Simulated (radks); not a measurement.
Coulomb parameter of the 4d shell of neutral technetium in the model configuration [Kr] 4d6 5s1, as a second difference U = [E(n + 0.5) + E(n - 0.5) - 2 E(n)] / (0.5)^2 with all orbitals relaxed. "Bare": the charge of the atom changes with n. "Screened": the 5s shell takes up the change at fixed total charge, which measures U(4d,4d) + U(5s,5s) - 2 U(4d,5s). Calculated with a radial shooting solver on a logarithmic mesh with Libxc functionals: Dirac Kohn-Sham, LDA (Slater exchange, Perdew-Wang correlation), spin-unpolarised, spherical densities, finite nucleus; open shells are shared between the two j in proportion to 2j + 1; Fermi nuclear charge, rms radius 4.4112 fm.

case              configuration  E - E(n) (eV)
start              [Kr] 4d6 5s1          0.000
bare +0.5        [Kr] 4d6.5 5s1         -1.344
bare -0.5        [Kr] 4d5.5 5s1          3.441
screened +0.5  [Kr] 4d6.5 5s0.5          0.017
screened -0.5  [Kr] 4d5.5 5s1.5          0.272

U(bare) = 8.385 eV, U(screened by 5s) = 1.157 eV. The step up makes a negative ion, whose loosely bound charge lowers the bare value.
